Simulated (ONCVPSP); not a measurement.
Scattering properties, ONCV potential for C

```json
{
 "Element": "carbon (C)",
 "Generator": "ONCVPSP 4.0.1",
 "Type": "optimised norm-conserving Vanderbilt (ONCV)",
 "Functional": "PBE",
 "Relativity": "scalar-relativistic",
 "Frozen core": "[He]",
 "Valence charge": "4",
 "Reference configuration": "2s2 2p1.5 (charge +0.5)",
 "Partial waves": "2s: rc 1.15 bohr, ncon 5, nbas 8, qcut 5.1 1/bohr, local; 2p: rc 2.40 bohr, ncon 4, nbas 7, qcut 6.8 1/bohr, 2 projectors, debl 0.4 Ha; d scattering state at 0.16 Ha: rc 2.10 bohr, ncon 5, nbas 9, qcut 4.4 1/bohr, 3 projectors, debl 1.5 Ha",
 "Local potential": "the s channel",
 "Core correction": "Teter function, fcfact 2.25, rcfact 1.45"
}
```

The phase is arctan(r·R′/R) of the radial function R(r), unwrapped; energies in Ha, scanned from -2 to 5 Ha. A pole is an energy at which the radial function vanishes at the test radius. The pseudo phase is shifted by a multiple of π to meet the all-electron one at the reference energy, and phase errors are pseudo minus all-electron; the curves can meet again beyond the range given. Levels narrower than the energy grid can be missing from the lists of poles.

For each channel, where are the poles, and over which energies does the pseudopotential scatter like the atom?

```
channel  radius (bohr)  reference energy (Ha)  poles, all-electron  poles, pseudo  unbroken range about the reference energy with phases within 0.05 rad  phase error 1 Ha above the reference energy (rad)
      s           1.16                  -0.71                 3.55           3.22                                                              below 4.5                                             -0.003
      p           2.43                  -0.39          -0.17, 2.49    -0.17, 2.54                                                              below 3.6                                             +0.001
      d           2.13                   0.16                 2.12     2.12, 4.11                                                              below 3.9                                             -0.000
```

Note: no bound ghost flagged; GHOST(+) flagged for d at 112.5 eV.

Phases in the p channel:

| E (Ha) | all-electron | pseudo |
| --- | --- | --- |
| -1.98 | 1.280 | 1.280 |
| -1.62 | 1.226 | 1.226 |
| -1.26 | 1.129 | 1.129 |
| -0.90 | 0.872 | 0.872 |
| -0.54 | -0.535 | -0.535 |
| -0.18 | -1.555 | -1.555 |
| 0.18 | -1.873 | -1.873 |
| 0.54 | -2.392 | -2.391 |
| 0.90 | -3.735 | -3.730 |
| 1.26 | -4.334 | -4.331 |
| 1.62 | -4.526 | -4.522 |
| 1.98 | -4.623 | -4.619 |
| 2.34 | -4.689 | -4.683 |
| 2.70 | -4.745 | -4.736 |
| 3.06 | -4.804 | -4.788 |
| 3.42 | -4.885 | -4.851 |
| 3.78 | -5.040 | -4.947 |
| 4.14 | -5.585 | -5.157 |
| 4.50 | -7.106 | -5.929 |
| 4.86 | -7.541 | -7.188 |
